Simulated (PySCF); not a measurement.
## Interval between two levels of Si⁺ by level of theory

Si⁺ [Ne] 3s2 3p1 [2P3/2, M_J = 3/2] → Si⁺ [Ne] 3s1 3p1 4s1 [4P5/2, M_J = 5/2], as a difference of total energies. Calculation: PySCF 2.14, in x2c-SVPall-2c with one added diffuse shell each of s, p type (5s5p1d, 25 functions); the two-component X2C-1e Hamiltonian. Correlated levels: [Ne] frozen. "Screened" scales the spin-orbit matrix elements by Boettger's factors to mimic the two-electron term; Breit and QED terms are absent.

| method | interval between two levels (cm⁻¹) |
| --- | --- |
| GHF (spin-free) | 104810 |
| GMP2 (spin-free) | 111580 |
| GHF (screened spin-orbit) | 104840 |
| GMP2 (screened spin-orbit) | 111610 |

Errors of the correlated levels include the incompleteness of this basis and the frozen core.

The labels give the starting determinants; with spin-orbit coupling the two ends relaxed to ⟨J²⟩ = 3.76, ⟨L²⟩ = 2.01, ⟨S²⟩ = 0.75 and ⟨J²⟩ = 8.75, ⟨L²⟩ = 2.00, ⟨S²⟩ = 3.75.

For comparison: 116890 cm⁻¹ (measured; NIST Handbook of Basic Atomic Spectroscopic Data (Sansonetti and Martin, J. Phys. Chem. Ref. Data 34, 1559 (2005))).
